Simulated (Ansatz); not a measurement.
`SC[NH][GeH3]` and `[SiH3]NCS` differ in one atom or group.

Ansatz, PBE0-D4/def2-TZVP geometries, multiplicity 1. Each molecule was computed in one conformer, which needn't be the lowest.

Scalar relativity is left out up to krypton.

```
                               property  `SC[NH][GeH3]`
     LUMO energy (PBE0/def2-TZVPP) / eV            0.12
    HOMO–LUMO gap (PBE/def2-TZVPP) / eV            4.67
HOMO–LUMO gap (ωB97M-V/def2-TZVPP) / eV           10.75
  LUMO energy (ωB97M-V/def2-TZVPP) / eV            1.83
      LUMO energy (PBE/def2-TZVPP) / eV           -0.74
  HOMO energy (ωB97M-V/def2-TZVPP) / eV           -8.93
```

(1) Give the same properties after the change, and the shifts. (Best estimate.)

Results:

(1) Computed: 
```json
{"property": "LUMO energy (PBE0/def2-TZVPP) / eV", "`[SiH3]NCS`": "0.05", "shift": "-0.07"}
{"property": "HOMO–LUMO gap (PBE/def2-TZVPP) / eV", "`[SiH3]NCS`": "4.69", "shift": "0.02"}
{"property": "HOMO–LUMO gap (ωB97M-V/def2-TZVPP) / eV", "`[SiH3]NCS`": "10.79", "shift": "0.04"}
{"property": "LUMO energy (ωB97M-V/def2-TZVPP) / eV", "`[SiH3]NCS`": "1.73", "shift": "-0.10"}
{"property": "LUMO energy (PBE/def2-TZVPP) / eV", "`[SiH3]NCS`": "-0.84", "shift": "-0.10"}
{"property": "HOMO energy (ωB97M-V/def2-TZVPP) / eV", "`[SiH3]NCS`": "-9.06", "shift": "-0.13"}
```
